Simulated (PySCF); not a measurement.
Identify the unknown among the candidates.

All candidates are C6H6O3S.

- 13C NMR: chemical shifts (computed TMS as zero) by class: 146.0 (1 C), 139.5 (1 C), 134.6 (2 C), 132.0 (2 C) ppm [GIAO PBE0/pcSseg-1]
- 1H NMR: chemical shifts (computed TMS as zero) by class: 8.22 (2 H), 7.91 (1 H), 7.87 (2 H), 4.76 (1 H) ppm [GIAO PBE0/pcSseg-1]
- NMR, other nuclei: isotropic shieldings of nuclei other than C and H, by class: 114 (1 O), 118 (2 O), 195 (1 S) ppm [GIAO PBE0/pcSseg-1]
- Dipole: 4.37 D [PBE0/pcSseg-1]
- Rotational structure: rotational constants A, B, C: 2.672, 0.841, 0.737 GHz [GFN2-xTB]

Electronic properties: PySCF, gas phase, density fitting. Levels stand in brackets. The structure is a single GFN2-xTB conformer in the gas phase; no vibrational or solvent corrections. Each NMR value is the plain mean over a class of atoms that symmetry, rotation or inversion makes alike.

Task: Which candidate is it?
A. `O=S(=O)(O)c1ccccc1`
B. `O=S(=O)(O)C=C1C=CC=C1`
C. `O=S(=O)(O)[C@@]12C=C[C@H]3[C@@H]1[C@H]32`

Result: A. It is `O=S(=O)(O)c1ccccc1`. Numbering: `[O:1]=[S:2](=[O:3])([OH:4])[c:5]1[cH:6][cH:7][cH:8][cH:9][cH:10]1`. 6 carbons fall into 4 classes; from least to most shielded: substituted aromatic carbon [C5] (146.0 ppm), aromatic CH carbon [C8] (139.5 ppm), aromatic CH carbon [C7/C9] (134.6 ppm, 2 C), aromatic CH carbon [C6/C10] (132.0 ppm, 2 C). Hydrogen classes from least to most shielded: 2 H on the ortho carbons, C6/C10 (8.22 ppm), 1 H on the para carbon, C8 (7.91 ppm), 2 H on the meta carbons, C7/C9 (7.87 ppm), 1 H on a hydroxyl oxygen, O4 (4.76 ppm). The other shieldings belong to: 114 ppm, hydroxyl oxygen [O4]; 118 ppm, sulfonyl oxygen [O1/O3]; 195 ppm, sulfonyl sulfur [S2]. By its constants the optimised geometry is an asymmetric top.

The others, at the same levels:
- `O=S(=O)(O)[C@@]12C=C[C@H]3[C@@H]1[C@H]32` fails: it has 5 carbon classes against 4; its computed 13C shifts are 143.7 (1 C), 134.9 (1 C), 63.9 (1 C), 60.6 (2 C), 37.0 (1 C) ppm, 1H shifts are 6.36 (1 H), 6.16 (1 H), 4.80 (1 H), 4.61 (2 H), 1.80 (1 H) ppm and smallest rotational constant is 0.899 GHz (against 0.737 GHz).
- `O=S(=O)(O)C=C1C=CC=C1` fails: it has 6 carbon classes against 4; its computed 13C shifts are 161.7 (1 C), 147.3 (1 C), 144.0 (1 C), 142.6 (1 C), 132.2 (1 C), 129.4 (1 C) ppm, 1H shifts are 7.23 (1 H), 6.85 (1 H), 6.76 (1 H), 6.70 (1 H), 6.11 (1 H), 5.13 (1 H) ppm and rotational constant A is 3.109 GHz (against 2.672 GHz).

Each candidate is one conformer, not necessarily the lowest. The conformers computed, where there is a choice (atom-mapped SMILES and torsion angles):
- `[O:1]=[S:2](=[O:3])([OH:4])[c:5]1[cH:6][cH:7][cH:8][cH:9][cH:10]1`: O1–S2–C5–C6 164°, H–O4–S2–O1 -4°
- `[O:1]=[S:2](=[O:3])([OH:4])[CH:5]=[C:6]1[CH:7]=[CH:8][CH:9]=[CH:10]1`: O1–S2–C5–C6 50°, H–O4–S2–O1 133°

The conformers of `O=S(=O)(O)[C@@]12C=C[C@H]3[C@@H]1[C@H]32` aren't listed.
